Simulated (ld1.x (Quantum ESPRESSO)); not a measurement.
# Ar: one change to a TM potential, before and after

```json
{
 "Element": "Ar (Z = 18)",
 "Generator": "ld1.x (Quantum ESPRESSO) 7.5",
 "Type": "norm-conserving Troullier–Martins (Kleinman–Bylander form)",
 "Functional": "PBE",
 "Relativity": "non-relativistic",
 "Frozen core": "[Ne]",
 "Valence charge": "8",
 "Reference configuration": "3s2 3p6",
 "Partial waves": "3s (bound): rc 1.10 bohr; 3p (bound): rc 1.45 bohr",
 "Local potential": "all-electron potential smoothed inside 1.40 bohr (lloc = -1)",
 "Core correction": "a·sin(br)/r model core, default radius (core density twice the valence density)"
}
```

Change: local potential all-electron potential smoothed inside 0.78 bohr (lloc = -1).

Cutoffs: the cutoffs (Ry, on a coarse ladder) from which the occupation-weighted sum of valence levels, in a spherical-Bessel basis at the reference potential, stays within 10 and 1 mRy of its value at 400 Ry; they do not see the model core or the augmentation charge, which bear on the density cutoff. Errors are all-electron minus pseudo energies relative to the spin-unpolarised reference configuration.

Question: How do hardness, ghosts and transferability respond?

Answer: The potential gets harder (60 Ry and 100 Ry → 70 Ry and 100 Ry); a bound ghost appears in s, which as a rule spoils a file; of the 6 tests that both files solve, the error grows in 0 and shrinks in 4 by more than 15 % and 0.3 meV (median size 21.3 → 16.9 meV). In the separable form a ghost depends on how the local part lies against the semilocal potential of the channel, so the choice of the local part can create or remove one.

```tsv
quantity	base	changed
cutoff, loose	60 Ry	70 Ry
cutoff, tight	100 Ry	100 Ry
loose cutoff by channel (10 mRy a level)	s 35 Ry, p 15 Ry	s 60 Ry, p 15 Ry
bound ghosts	none	s
error for 3s2 3p5, meV [ΔE 16.07 eV]	+5.6	+4.5
error for 3s2 3p4, meV [ΔE 44.74 eV]	+34	+25
error for 3s2 3p3, meV [ΔE 87.33 eV]	+110	+72
error for 3s1 3p6, meV [ΔE 30.43 eV]	+8.3	+8.9
error for 3s2 3p2, meV [ΔE 144.96 eV]	+264	+152
error for 3s2 3p5.5, meV [ΔE 6.56 eV]	+1.1	+0.9
s: phases at 1.59 bohr within 0.05 rad from the reference energy up to (Ry; the scan ends near 5)	4.0	to the end of the scan
p: phases at 1.59 bohr within 0.05 rad from the reference energy up to (Ry; the scan ends near 5)	to the end of the scan	to the end of the scan
```

 A true bound ghost makes a file unfit for plane-wave use even where its test errors are small: the radial tests pick states by their node count and pass the ghost by.
